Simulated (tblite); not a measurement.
Species: C4H11NO3Si.
Z-matrix (Å and degrees, GFN2-xTB geometry), rows numbered from 1:
```
C 
O   1  1.4067
Si  2  1.6092  1  132.78
O   3  1.6175  2  105.60  1  -176.04
C   4  1.3979  3  125.18  2    53.66
N   3  1.7636  2  115.06  1    74.64
C   6  1.4444  3  126.20  2   119.19
C   6  1.3321  3  113.47  2   -65.91
O   8  1.2135  6  122.78  3     1.95
H   1  1.0907  2  107.96  3  -141.72
H   1  1.0917  2  109.06  3    99.51
H   1  1.0882  2  110.73  3   -21.25
H   3  1.4583  2  113.95  1   -51.70
H   5  1.0899  4  110.72  3   -46.76
H   5  1.0916  4  110.14  3    73.64
H   5  1.0900  4  108.06  3  -166.95
H   7  1.0914  6  110.51  3  -128.73
H   7  1.0845  6  108.10  3    -8.98
H   7  1.0923  6  110.62  3   110.52
H   8  1.1045  6  115.23  3  -178.42
```

Calculated harmonic vibrations of the isolated species, GFN2-xTB (tblite), most abundant isotopes, no scaling. Errors from tens to a few hundred cm⁻¹ against measured bands are possible. Modes of hydrogen on silicon can be 10 to 20 % off. One conformer, not necessarily the lowest.

Harmonic wavenumbers (cm⁻¹): 33.5, 54.7, 90.0, 97.4, 109.6, 116.4, 143.3, 157.1, 171.0, 211.3, 237.0, 270.2, 312.3, 349.4, 375.6, 619.6, 649.0, 720.1, 723.4, 784.4, 823.7, 938.7, 1059.0, 1105.3, 1131.3, 1132.6, 1139.6, 1142.2, 1159.4, 1172.3, 1220.7, 1346.0, 1386.1, 1407.3, 1410.4, 1417.3, 1467.8, 1472.7, 1473.9, 1476.9, 1479.4, 1487.3, 1726.8, 2309.9, 2791.4, 2960.6, 2962.1, 2967.0, 2980.2, 2984.5, 2985.5, 2991.3, 3018.8, 3072.6.

A = 1690, B = 1268, C = 792.0 MHz; mass 149.051 u (most abundant isotopes); point group C1, symmetry number 1.

Task: What is the zero-point energy?

Result: ½Σν̃ = 33913 cm⁻¹ = 96.96 kcal/mol.

Task: Entropy at 350 K, 1 bar (ideal gas, RRHO, classical rotation)?

Result: Translation 41.73, rotation 30.11, vibration 49.33: S = 121.2 cal/(mol K).

Task: And Cp and H(350 K) − H(0)?

Result: Cp = 48.64 cal/(mol K), of which vibrations give 40.69 (their classical limit is 54 R = 107.3); H(350 K) − H(0) = 11.09 kcal/mol without the zero-point energy, 8.31 from vibrations.

Task: Which modes carry the vibrational entropy at 350 K?

Result: 33.5 cm⁻¹: 5.93; 54.7 cm⁻¹: 4.96; 90.0 cm⁻¹: 3.97; 97.4 cm⁻¹: 3.82; 109.6 cm⁻¹: 3.59; 116.4 cm⁻¹: 3.47 cal/(mol K); the other 48 give 23.59 together.

Task: How do the functions run with temperature in this model?

Result: 
| T (K) | S (cal/(mol K)) | Cp (cal/(mol K)) | H − H(0) (kcal/mol) | G − H(0) (kcal/mol) | ln q(vib) |
| --- | --- | --- | --- | --- | --- |
| 150 | 88.4 | 31.3 | 3.12 | -10.14 | 5.27 |
| 250 | 106.4 | 39.8 | 6.67 | -19.92 | 9.30 |
| 298.15 | 113.7 | 44.0 | 8.69 | -25.22 | 11.07 |
| 400 | 128.0 | 53.0 | 13.63 | -37.55 | 14.55 |
| 600 | 152.5 | 68.2 | 25.83 | -65.65 | 20.76 |
| 900 | 183.3 | 83.5 | 48.78 | -116.17 | 29.03 |

q(vib) and H(0) count from the zero-point level.

Hindered rotation and anharmonicity are outside this model. Other conformers, if any are populated, would add a mixing term that is left out. The structure is chiral; the term R ln 2 for an equal mix with its mirror image is left out.
